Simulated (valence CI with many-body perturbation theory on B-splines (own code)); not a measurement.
Values are calculated unless marked as measured or tabulated.
Hyperfine factors and g values of Dy60+

Level of theory: valence CI with perturbative core correlation (CI+MBPT): four valence electrons over a frozen Dirac-Fock core [He], radial functions for each j: 11 s, 11 p, 10 d, 8 f, 5 g, 2 h, with the one-electron correlation potential Σ1 (screened to all orders), the two-electron term Σ2, the three-electron term Σ3, Breit, model QED; selected single and double excitations, second order for the rest, scaled by the run's own slope (own B-spline code, finite nucleus).

The last digits are not significant, and no measured levels were compared; by estimate large intervals hold to a few tenths of a per cent, small ones and those within an open d or f shell to about a per cent. Among the levels kept, up to 930 cm⁻¹ of a level comes from second order outside the variational space, and about a tenth of that is noise between levels of different J, which matters for small intervals.

A/g_I is the dipole constant over the nuclear g factor μ/I (μ in nuclear magnetons, uniformly magnetised nucleus), B/Q the quadrupole constant per barn. Both hold the static response of the core; the bare values leave it out. Large factors of s and p1/2 electrons are usually good to 5 to 10 %; those of open d and f shells near neutrality can be off by tens of per cent, and small factors of p3/2, d and f electrons come from cancelling terms and can be off by a factor of two or in sign, in half-filled shells by more. B is blank for J = 1/2, where it vanishes, and for nearly pure S terms. Energies count from the lowest level. Levels with J = 0 are left out.

Levels are named by their leading jj configuration (3d3/2^4 stands for four electrons in 3d with j = 3/2), which in mixed levels can hold well under half, so a name can repeat and another be missing. Letters in brackets count levels of one name in rising energy.

| Level | E (Ry) | g | A/g_I (MHz) | A/g_I bare | B/Q (MHz/b) | B/Q bare |
| --- | --- | --- | --- | --- | --- | --- |
| (2s^2 2p1/2 2p3/2) J=1 | 61.20 | 1.475 | -408000 | -386000 | 567000 | 568000 |
| (2s^2 2p1/2 2p3/2) J=2 | 62.50 | 1.146 | 1570000 | 1570000 | 1050000 | 1050000 |
| (2s 2p1/2^2 2p3/2) J=2 | 79.69 | 1.515 | 3880000 | 3860000 | 1070000 | 1070000 |
| (2s 2p1/2^2 2p3/2) J=1 | 85.30 | 1.107 | -2740000 | -2680000 | 662000 | 663000 |
| (2s^2 2p3/2^2) J=2 | 125.05 | 1.296 | 589000 | 602000 | 79500 | 79600 |
| (2s 2p1/2 2p3/2^2) J=2 [a] | 139.09 | 1.550 | 2800000 | 2780000 | 230000 | 230000 |
| (2s 2p1/2 2p3/2^2) J=3 | 142.14 | 1.302 | 3470000 | 3450000 | -1810 | -1840 |
| (2s 2p1/2 2p3/2^2) J=1 [a] | 147.36 | 1.300 | -3020000 | -2950000 | -411000 | -412000 |
| (2s 2p1/2 2p3/2^2) J=2 [b] | 148.09 | 1.055 | -197000 | -165000 | -158000 | -158000 |
| (2s 2p1/2 2p3/2^2) J=1 [b] | 148.36 | 1.311 | 8460000 | 8380000 | 223000 | 223000 |
| (2p1/2^2 2p3/2^2) J=2 | 167.71 | 1.315 | 546000 | 572000 | 75100 | 75200 |
| (2s 2p3/2^3) J=2 | 206.90 | 1.430 | 3950000 | 3920000 | -1150000 | -1150000 |
| (2s 2p3/2^3) J=1 | 212.34 | 1.169 | -2790000 | -2720000 | -470000 | -471000 |
| (2p1/2 2p3/2^3) J=1 | 229.85 | 1.475 | -449000 | -407000 | -562000 | -563000 |
| (2p1/2 2p3/2^3) J=2 | 231.18 | 1.127 | 1560000 | 1570000 | -1200000 | -1200000 |
| (2s^2 2p1/2 3s) J=1 | 585.94 | 1.310 | 4310000 | 4280000 | -13400 | -13400 |
| (2s^2 2p1/2 3p1/2) J=1 | 591.19 | 0.641 | 2980000 | 2960000 | -3260 | -3260 |
| (2s 2p1/2^2 3s) J=1 | 602.34 | 2.012 | 8710000 | 8610000 | 11200 | 11200 |
| (2s 2p1/2^2 3p1/2) J=1 | 608.42 | 1.359 | 7530000 | 7450000 | -5010 | -5010 |
| (2s^2 2p1/2 3p3/2) J=2 | 610.76 | 1.150 | 1270000 | 1270000 | 326000 | 326000 |
| (2s^2 2p1/2 3p3/2) J=1 | 610.91 | 1.511 | -676000 | -667000 | 158000 | 158000 |
| (2s^2 2p1/2 3d3/2) J=2 | 614.98 | 0.747 | 1220000 | 1220000 | 69600 | 70100 |
| (2s^2 2p1/2 3d3/2) J=1 | 616.80 | 0.832 | -938000 | -934000 | 25900 | 26200 |
| (2s^2 2p1/2 3d5/2) J=2 | 620.85 | 1.282 | -660000 | -657000 | 62400 | 62900 |
| (2s^2 2p1/2 3d5/2) J=3 | 621.13 | 1.097 | 796000 | 792000 | 57700 | 58300 |
| (2s 2p1/2^2 3p3/2) J=2 | 627.67 | 1.508 | 3540000 | 3510000 | 318000 | 319000 |
| (2s 2p1/2^2 3p3/2) J=1 | 628.02 | 1.129 | -3260000 | -3210000 | 168000 | 169000 |
| (2s 2p1/2^2 3d3/2) J=1 | 631.84 | 0.462 | -3360000 | -3320000 | 27700 | 28000 |
| (2s 2p1/2^2 3d3/2) J=2 | 632.25 | 1.126 | 3450000 | 3420000 | 54200 | 54700 |
| (2s 2p1/2^2 3d5/2) J=3 | 637.52 | 1.337 | 2350000 | 2330000 | 51100 | 51800 |
| (2s 2p1/2^2 3d5/2) J=2 | 638.72 | 1.023 | -2170000 | -2150000 | 43100 | 43700 |

(1) Take the isotope of mass number 163, with I = 5/2, μ = 0.671 μN and Q = 2.65 b. What is the hyperfine structure of (2s^2 2p1/2 2p3/2) J=1?

Answers

(1) From the table A = -110000 MHz, B = 1500000 MHz. Shifts from the centre of gravity in MHz: F = 3/2: 1440000, F = 5/2: -1090000, F = 7/2: 100000.
